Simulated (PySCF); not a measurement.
Ranking problems on computed properties.

Species are written as SMILES; each is one conformer at its optimised geometry, gas phase, non-relativistic unless stated. Electronic properties by PySCF.

Dipoles, sizes and rotational constants follow the conformer. The torsions of the flexible species, by atom-mapped SMILES:
- `[CH3:1][CH2:2][N:3]([CH3:4])[N:5]([CH3:6])[CH2:7][CH3:8]`: C1–C2–N3–C4 170°, C2–N3–N5–C6 -84°, N3–N5–C7–C8 -57°
- `[CH3:1]/[N:2]=[CH:3]\[C@@H:4]1[CH2:5][CH2:6][Si:7]1([NH2:8])[NH2:9]`: N2–C3–C4–C5 -176°, H–N8–Si7–C6 -62°, H–N8–Si7–C6 79°, H–N9–Si7–C6 22°, H–N9–Si7–C6 -122°
- `[CH3:1][O:2][Si@@H:3]([SiH2:4][O:5][SiH3:6])[S:7][CH3:8]`: C1–O2–Si3–Si4 -168°, O2–Si3–Si4–O5 -163°, Si3–Si4–O5–Si6 155°, O2–Si3–S7–C8 -164°
- `[CH3:1][CH2:2][O:3][Si@H:4]([O:5][SiH3:6])[S:7][SiH3:8]`: C1–C2–O3–Si4 -75°, C2–O3–Si4–O5 -48°, O3–Si4–O5–Si6 -71°, O3–Si4–S7–Si8 -8°
- `[CH3:1][NH:2][N:3]([CH3:4])[C:5]([CH3:6])([CH3:7])[CH3:8]`: C1–N2–N3–C4 88°, N2–N3–C5–C6 58°
- `[CH2:1]=[CH:2][P:3]([CH3:4])[C:5]#[C:6][P@H:7]([CH3:8])=[S:9]`: C1–C2–P3–C4 -133°
- `[CH3:1][CH2:2][n:3]1[n:4][c:5]([F:6])[cH:7][c:8]1[C:9]#[N:10]`: C1–C2–N3–N4 102°

The conformers of `C[P@@H+]1CC=C([SiH3])C1`, `CC[C@@](C)(N)CCN` and `COC(=O)[C@@H]1OC=CC[C@H]1Cl` aren't listed.

Task: Rank by smallest rotational constant, lowest first (GFN2-xTB).
A. `CCN(C)N(C)CC`
B. `CNN(C)C(C)(C)C`
C. `N[Si]1(N)CC[C@H]1/C=N\C`
D. `C[PH](C)=O`
E. `[SiH3]O[Si@H](S[SiH3])OCC`
F. `[SiH2]([Si@@H](SC)OC)O[SiH3]`

Result: F (0.429 GHz), E (0.514 GHz), C (0.904 GHz), B (1.340 GHz), A (1.403 GHz), D (3.781 GHz).

Task: By how much do the two ends of that ranking differ?

Result: By 3.352 GHz, between `C[PH](C)=O` and `CO[Si@@H]([SiH2]O[SiH3])SC`.

Task: Rank by HOMO energy, highest first (PBE0/pcSseg-1 at GFN2-xTB geometries).
A. `CNN(C)C(C)(C)C`
B. `CCn1nc(F)cc1C#N`
C. `CCO[Si@H](O[SiH3])S[SiH3]`
D. `C[PH](C)=O`
E. `C[P@@H+]1CC=C([SiH3])C1`
F. `C=CP(C)C#C[P@H](C)=S`

Result: A (-6.15 eV), F (-6.61 eV), C (-7.32 eV), D (-7.64 eV), B (-7.78 eV), E (-11.75 eV).

Task: Rank by HOMO–LUMO gap, lowest first (PBE0/pcSseg-1 at GFN2-xTB geometries).
A. `N(C)N(C(C)(C)C)C`
B. `[C@](CCN)(N)(CC)C`
C. `CS[Si@@H](OC)[SiH2]O[SiH3]`
D. `[Si@@H](OCC)(O[SiH3])S[SiH3]`
E. `C(C)n1c(C#N)cc(F)n1`
F. `COC(=O)[C@@H]1OC=CC[C@H]1Cl`
G. `C=CP(C)C#C[P@H](C)=S`

Result: G (5.45 eV), C (5.71 eV), E (6.25 eV), F (6.45 eV), B (7.01 eV), D (7.38 eV), A (7.52 eV).

Task: Rank by dipole moment, lowest first (PBE0/pcSseg-1 at GFN2-xTB geometries).
A. `CCn1nc(F)cc1C#N`
B. `CNN(C)C(C)(C)C`
C. `CCO[Si@H](O[SiH3])S[SiH3]`
D. `C/N=C\[C@@H]1CC[Si]1(N)N`
E. `CO[Si@@H]([SiH2]O[SiH3])SC`
F. `C=CP(C)C#C[P@H](C)=S`

Result: E (1.05 D), B (1.24 D), A (1.58 D), C (2.93 D), D (3.97 D), F (4.13 D).

Task: By how much do the two ends of that ranking differ?

Result: By 3.08 D, between `C=CP(C)C#C[P@H](C)=S` and `CO[Si@@H]([SiH2]O[SiH3])SC`.
